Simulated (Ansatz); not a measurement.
`C#COC[SiH3]` and `C#CO[CH2][AlH][OH]` differ in one atom or group.

Ansatz, PBE0-D4/def2-TZVP geometries, multiplicity 1. Each molecule was computed in one conformer, which needn't be the lowest.

```csv
property,`C#COC[SiH3]`
LUMO energy (ωB97M-V/def2-TZVPP) / eV,1.91
HOMO energy (PBE/def2-TZVPP) / eV,-5.73
size of the dipole moment (PBE/def2-TZVPP) / D,1.70
"ideal-gas entropy at 298 K and 1 bar (rigid rotor, harmonic PBE0-D4/def2-TZVP) / J/(mol·K)",348
HOMO–LUMO gap (PBE/def2-TZVPP) / eV,5.24
HOMO energy (B3LYP/def2-TZVPP) / eV,-6.77
```

(1) Give the same properties after the change, and the shifts. (Estimate.)

Results:

(1) Computed: 
```tsv
property	`C#CO[CH2][AlH][OH]`	shift
LUMO energy (ωB97M-V/def2-TZVPP) / eV	1.16	-0.75
HOMO energy (PBE/def2-TZVPP) / eV	-6.50	-0.77
size of the dipole moment (PBE/def2-TZVPP) / D	1.94	0.24
ideal-gas entropy at 298 K and 1 bar (rigid rotor, harmonic PBE0-D4/def2-TZVP) / J/(mol·K)	358	10
HOMO–LUMO gap (PBE/def2-TZVPP) / eV	4.76	-0.48
HOMO energy (B3LYP/def2-TZVPP) / eV	-7.60	-0.83
```

With PBE0 the HOMO falls by 0.82 eV and the LUMO falls by 1.11 eV, so the gap narrows by about 0.29 eV. PBE moves the HOMO by -0.77 eV and ωB97M-V by -0.82 eV. Dipoles are sizes alone; their direction can turn. Modes under 60 cm⁻¹, often nearly free rotors, make the harmonic entropy too high.

B3LYP here is the variant with VWN-RPA as its local correlation; programs differ in this.
